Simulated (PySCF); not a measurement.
Isomers of C4H7ClO2, one GFN2-xTB conformer each. Single-point energies are computed at PBE0/pcSseg-1 (PySCF, gas phase, no added dispersion term), electronic only.

```json
{"SMILES": "O=C(O)CCCCl", "GFN2-xTB relative energy (kcal/mol)": "0.0"}
{"SMILES": "COC(=O)CCCl", "GFN2-xTB relative energy (kcal/mol)": "4.6"}
```

Conformers: `[O:1]=[C:2]([OH:3])[CH2:4][CH2:5][CH2:6][Cl:7]` with O1–C2–O3–H -1°, O1–C2–C4–C5 4°, C2–C4–C5–C6 68°, C4–C5–C6–Cl7 64°; `[CH3:1][O:2][C:3](=[O:4])[CH2:5][CH2:6][Cl:7]` with C1–O2–C3–O4 0°, O2–C3–C5–C6 180°, C3–C5–C6–Cl7 180°.

**Question.** What does PBE0/pcSseg-1 give for the same structures?

**Answer.** 
```
     SMILES  PBE0/pcSseg-1 E (Eh)  PBE0/pcSseg-1 (kcal/mol)  GFN2-xTB (kcal/mol)  point group
O=C(O)CCCCl            -766.76867                       0.0                  0.0           C1
COC(=O)CCCl            -766.75176                      10.6                  4.6           Cs
```

Both levels put the same isomer lowest. As drawn, the lower has an O–H bond, which the higher lacks.

**Question.** Which frontier levels, dipoles and rotational constants go with these structures?

**Answer.** 
| SMILES | HOMO (eV, PBE0/pcSseg-1) | LUMO (eV) | dipole (D) | A, B, C (MHz) |
| --- | --- | --- | --- | --- |
| O=C(O)CCCCl | -8.21 | 0.13 | 1.80 | 4066, 1103, 1044 |
| COC(=O)CCCl | -8.26 | 0.11 | 2.73 | 8513, 802.4, 743.5 |
